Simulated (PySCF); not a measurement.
## What binds InH: the parts of the energy along the bond

State: ¹Σ⁺, singlet, closed shell. RHF-based CCSD(T) in PySCF 2.14 with In cc-pwCVDZ-PP with ECP28, H aug-cc-pVDZ and In cc-pwCVTZ-PP with ECP28, H aug-cc-pVTZ (frozen core orbitals: 4; scalar-relativistic core potentials). Correlation energies are extrapolated as n⁻³ (n = 2, 3), Hartree–Fock as (n+1)·exp(−9√n). All energies in eV from In + H.

```csv
R (Å),HF/CBS,CCSD corr.,(T),total
1.6411,-1.614,-0.927,-0.0257,-2.567
1.7157,-1.760,-0.912,-0.0255,-2.698
1.7903,-1.830,-0.902,-0.0260,-2.757
1.8649,-1.840,-0.897,-0.0270,-2.764
1.9395,-1.807,-0.895,-0.0285,-2.731
2.0327,-1.721,-0.897,-0.0309,-2.649
2.1260,-1.598,-0.903,-0.0339,-2.535
```

A fit to the total gives Re = 1.8375 Å, De = 2.767 eV, ωe = 1466.2 cm⁻¹, Be = 4.998 cm⁻¹ (masses 114.9039 and 1.0078 u).

Q: At R = 1.8649 Å the CCSD correlation energy is -0.310552 hartree in the smaller basis and -0.474695 in the larger. Extrapolate it.

A: (3³·E3 − 2³·E2)/(3³ − 2³) = -0.54381 hartree; the larger basis holds 87.3 % of it.

The T1 diagnostic is 0.016. The open-shell atoms are computed with UHF. Spin–orbit coupling, excitations beyond (T) and corrections to the Born–Oppenheimer picture are left out, and spin–orbit coupling matters for open p, d or f shells this heavy.
